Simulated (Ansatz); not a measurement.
Basis-set series for C2H5BOS2. Charge 0, multiplicity 1. The bonds changed during the relaxation, so this is another structure than the one it started from. Geometry: relaxed with PBE0-D4/def2-TZVP. It is one conformer, not always the lowest.

```xyz
11

B     0.605    0.212    1.169
C     0.879   -1.343    0.870
O     0.948   -2.348    1.468
S     1.231   -1.245   -1.058
S     0.642    0.693   -0.754
C    -1.101    0.690   -1.197
H     1.561    0.724    1.688
H    -0.459    0.499    1.650
H    -1.191    0.599   -2.278
H    -1.508    1.649   -0.869
H    -1.607   -0.129   -0.690
```

| functional | basis | functions | energy (Eh) | HOMO (eV) | LUMO (eV) |
| --- | --- | --- | --- | --- | --- |
| PBE0-D4 | def2-SVP | 117 | -974.81318 | -7.16 | -1.52 |
| PBE0-D4 | def2-QZVPP | 518 | -975.33492 | -7.21 | -1.75 |
| ωB97M-V | def2-SVP | 117 | -975.16823 | -9.22 | 0.71 |
| ωB97M-V | def2-QZVPP | 518 | -975.69449 | -9.32 | 0.26 |

(1) Give the rows for def2-TZVPP. (An estimate is asked.)

## Answers

(1) Ansatz gave: 
```
functional       basis  functions  energy (Eh)  HOMO (eV)  LUMO (eV)
   PBE0-D4  def2-TZVPP        278   -975.30097      -7.19      -1.69
   ωB97M-V  def2-TZVPP        278   -975.66236      -9.29       0.38
```

Positive LUMOs are unbound and depend on the basis.
